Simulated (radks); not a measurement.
Ionisation of the krypton ion Kr2+, [Ar] 3d10 4s2 4p4, to [Ar] 3d10 4s2 4p3 as the strength of local exchange is varied. Calculated with a radial shooting solver on a logarithmic mesh with Libxc functionals: scalar-relativistic Kohn-Sham, Slater X-alpha exchange (alpha = 2/3 is LDA exchange), no correlation, spin-polarised, spherical densities, finite nucleus; open shells are filled with parallel spins first; Fermi nuclear charge, rms radius 4.1884 fm.

alpha  E(Kr2+) (hartree)  exchange (hartree)  IE (eV)  -e of the level emptied (eV)  <r> of it (bohr)
0.667        -2782.27001           -89.08104   33.918                   28.405 (4p)             1.755
0.924        -2816.83223          -124.83021   37.475                   32.030 (4p)             1.686
0.929        -2817.50859          -125.53355   37.547                   32.102 (4p)             1.684
0.95         -2820.35091          -128.49087   37.846                   32.409 (4p)             1.679
0.963        -2822.11178          -130.32423   38.032                   32.599 (4p)             1.676

NIST Atomic Spectra Database: 35.84 eV (measured). The Delta-SCF value meets it near alpha = 0.81. Open shells are spherical and high-spin; term and fine-structure splittings are not resolved.
